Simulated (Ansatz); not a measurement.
C₅H₁₇N₃Si⁻, that is SiEt(NHMe)3 with one electron more. Charge -1, multiplicity 2. Geometry PBE-D4/def2-SVP, that of the neutral singlet.

```csv
atom,x (Å),y (Å),z (Å)
Si1,0.006,-0.028,0.073
C2,0.259,1.806,-0.336
C3,-0.256,2.187,-1.730
H4,1.350,2.009,-0.257
H5,-0.216,2.440,0.447
H6,-0.058,3.250,-1.980
H7,0.224,1.564,-2.514
H8,-1.349,2.019,-1.818
N9,0.632,-1.197,-1.062
C10,2.029,-1.547,-1.230
H11,0.042,-1.410,-1.869
H12,2.525,-1.037,-2.092
H13,2.584,-1.255,-0.315
H14,2.178,-2.644,-1.369
N15,-1.711,-0.366,-0.002
C16,-2.765,0.461,0.554
H17,-1.954,-1.360,-0.041
H18,-2.997,0.261,1.629
H19,-2.483,1.532,0.484
H20,-3.718,0.350,-0.012
N21,0.893,-0.294,1.556
C22,0.905,-1.541,2.297
H23,1.143,0.526,2.113
H24,0.154,-1.591,3.124
H25,0.681,-2.380,1.605
H26,1.902,-1.756,2.746
```

At PBE-D4/def2-TZVP, B97M-V/def2-TZVP, PBE0-D4/def2-TZVP the highest occupied level of the charge -1 doublet lies above zero (up to 3.20 eV). By energy differences it is unbound by 1.56 eV (vertical, against the charge 0 singlet, at PBE-D4/def2-TZVP) and held by the finite basis.

(1) Estimate the α-spin orbital energies around the gap (eV) in Ansatz with PBE-D4/def2-TZVP, B97M-V/def2-TZVP, PBE0-D4/def2-TZVP.

## Answers

(1) 
```
orbital  PBE-D4/def2-TZVP  B97M-V/def2-TZVP  PBE0-D4/def2-TZVP
 HOMO−5             -4.23             -4.72              -5.65
 HOMO−4             -3.17             -3.58              -4.52
 HOMO−3             -1.77             -2.20              -3.15
 HOMO−2             -1.23             -1.66              -2.57
 HOMO−1             -0.96             -1.38              -2.29
   HOMO              3.20              3.06               3.09
   LUMO              3.90              3.82               4.53
 LUMO+1              3.96              3.85               4.61
 LUMO+2              4.08              3.99               4.74
 LUMO+3              4.46              4.43               5.24
 LUMO+4              4.51              4.51               5.30
 LUMO+5              4.89              4.86               5.69
 β HOMO             -0.93             -1.35              -2.27
 β LUMO              3.40              3.43               4.17
```
